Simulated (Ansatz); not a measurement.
Consider the ligand exchange at the Si–C bond: `OC[SiH2]CCl` + CH₃NH₂ → `CN[SiH2]CCl` + CH₃OH.

Program: Ansatz. Geometries: PBE0-D4/def2-TZVP. ΔE: electronic, gas phase. CBS: MP2 limit from def2 TZ/QZ plus the TZ coupled-cluster correction, frozen cores. This one scheme is used for every species. DFT in def2-TZVPP. One conformer a species, not always the lowest.

`OC[SiH2]CCl`:

```xyz
12

O     0.211    2.049    0.684
C    -0.165    0.801    1.238
Si    0.537   -0.700    0.330
C    -0.326   -0.924   -1.337
Cl   -0.245    0.594   -2.292
H     0.009    2.037   -0.257
H    -1.260    0.705    1.321
H     0.214    0.787    2.264
H     0.279   -1.941    1.116
H     1.994   -0.541    0.091
H    -1.383   -1.163   -1.215
H     0.135   -1.704   -1.943
```

CH₃NH₂:

Cartesian coordinates in Å:
```
C -0.161 0.185 0.513
N 0.525 -0.124 -0.730
H -1.170 -0.242 0.612
H -0.246 1.269 0.620
H 0.436 -0.173 1.354
H -0.007 0.210 -1.524
H 0.623 -1.124 -0.845
```

`CN[SiH2]CCl`:

```xyz
13

C     1.624    0.275    0.975
N     1.117   -0.428   -0.185
Si   -0.513   -0.911   -0.350
C    -1.754    0.508   -0.484
Cl   -1.324    1.543   -1.879
H     2.687    0.065    1.125
H     1.101   -0.073    1.870
H     1.497    1.363    0.918
H     1.627   -0.229   -1.031
H    -0.629   -1.728   -1.582
H    -0.908   -1.679    0.865
H    -1.753    1.145    0.402
H    -2.772    0.149   -0.643
```

CH₃OH:

Cartesian coordinates in Å:
```
C -0.230 -0.044 0.268
O 1.019 -0.058 -0.384
H -0.063 -0.393 1.287
H -0.957 -0.714 -0.206
H -0.663 0.963 0.320
H 0.895 0.245 -1.286
```

```
         level  ΔE (kJ/mol)
       ωB97M-V        -66.7
        B2PLYP        -69.9
          PBE0        -62.6
MP2/def2-QZVPP        -72.9
```

Q: What does CCSD(T)/CBS give? (An estimate is asked.)

A: The calculation gave: -68.8 kJ/mol. The listed levels differ from it by 2.1, -1.1, 6.2, -4.1 kJ/mol.

Largest T1 diagnostic among the species: 0.010.

From PBE to PBE0 (25 % exact exchange), in def2-TZVPP and without D4, ΔE moves by −5.8 kJ/mol. In def2-TZVPP, CCSD(T) changes the Hartree–Fock value by +14.8 kJ/mol (the triples alone add +2.4 kJ/mol) and MP2 by +10.8 kJ/mol.
